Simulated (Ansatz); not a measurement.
Reaction (ligand exchange at a Ta–Cl bond): `[O]=[Ta]([OH])([F])[Cl]` + H–F → `[O]=[Ta]([OH])([F])[F]` + HCl

Computed with Ansatz on PBE0-D4/def2-TZVP structures; ΔE is electronic, products minus reactants. CCSD(T)/CBS is the MP2 limit (def2-TZVPP, def2-QZVPP) plus CCSD(T) − MP2 in def2-TZVPP, frozen cores. This one scheme is used for every species. DFT in def2-TZVPP. HSE06 is defined as in plane-wave codes. Elements past krypton have def2 core potentials. For Ta outer-core shells are correlated without core-valence functions, which leaves a few kJ/mol of doubt a bond. Each species was taken in one conformer, which may not be the lowest.

```json
{"level": "ωB97X-V", "ΔE (kJ/mol)": "-33.0"}
{"level": "HSE06", "ΔE (kJ/mol)": "-24.7"}
```

Problem. What does CCSD(T)/CBS give? (Best estimate.)

Solution. Computed: -19.0 kJ/mol. The listed levels differ from it by -14.0, -5.7 kJ/mol.

Largest T1 diagnostic among the species: 0.020.

The D4 term adds +4.5 kJ/mol with B3LYP and +2.5 kJ/mol with PBE0; it sums over pairs of atoms, weighted by their polarisabilities, and B3LYP, whose exchange is more repulsive, gets the larger term. In def2-TZVPP, CCSD(T) changes the Hartree–Fock value by +8.1 kJ/mol (the triples alone add +3.0 kJ/mol) and MP2 by +18.3 kJ/mol.

B3LYP here is the variant with VWN-RPA as its local correlation; programs differ in this.
